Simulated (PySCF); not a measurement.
How methods differ on the ionisation energy of Nd³⁰⁺

Nd³⁰⁺ [Ar] 3d10 4s2 (1S) → Nd³¹⁺ [Ar] 3d10 4s1 (2S), as a difference of total energies. Calculation: PySCF 2.14, in an uncontracted even-tempered set (17 s from 2.5 bohr⁻², ratio 2.5; 12 p from 3.2 bohr⁻², ratio 2.5; 8 d from 5.7 bohr⁻², ratio 2.5; 4 f from 16 bohr⁻², ratio 2.7; 4 g from 23 bohr⁻², ratio 2.7); no relativity, point nucleus. Correlated levels: outer shells: [Ne] frozen; virtual orbitals above 40 to 60 times the deepest correlated orbital energy dropped. The calculations carry no spin-orbit coupling.

```tsv
method	ionisation energy (eV)
UHF	1144.3
LDA	1150.1
PBE	1150.2
PBE0	1149.0
r2SCAN	1146.2
r2SCAN0	1146.1
B3LYP	1149.6
MP2 (outer shells)	1147.3
SCS-MP2 (outer shells)	1147.4
```

Q: How much does correlation contribute at MP2 (outer shells)?

A: 1147.3 − (1144.3) = 3.0 eV, measured against UHF.

The gap to the reference is mostly relativistic.

For comparison: 1191 ± 4 eV (theoretical estimate listed by NIST; NIST Atomic Spectra Database, ionization energies).
